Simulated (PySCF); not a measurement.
NbO3, SMILES [O]=[Nb](=[O])=[O] (connectivity only; charge and spin as stated), neutral, multiplicity 2. Atoms are numbered in the order given.

```xyz
4

Nb    -0.0345     0.2146     0.0000
O     -0.8205    -0.3862     1.4004
O     -0.8205    -0.3862    -1.4004
O      1.8178    -0.3277     0.0000
```
Charge 0, spin multiplicity 2.

Geometry optimised at PBE0-D3(BJ)/def2-TZVP. The spin state was assumed, not searched. The def2 effective core potentials stand for the cores of Nb; spin–orbit coupling is left out.

Method: PBE/def2-TZVPD in PySCF.

Mulliken values depend strongly on the basis, most of all with diffuse functions as here. ESP charges are fitted to the potential on shells at 1.4 to 2.0 van der Waals radii. Atomic charges (e):

| atom | ESP fit | Mulliken | Mulliken spin |
|---|---|---|---|
| Nb1 | … | 1.93 | -0.12 |
| O2 | … | -0.68 | 0.13 |
| O3 | … | -0.68 | 0.13 |
| O4 | … | -0.57 | 0.86 |

### Question
Complete the blanks. (Estimate from the structure and the level; the computed values follow.)

### Answer

- Nb1, ESP fit: 1.70
- O2, ESP fit: -0.61
- O3, ESP fit: -0.61
- O4, ESP fit: -0.48
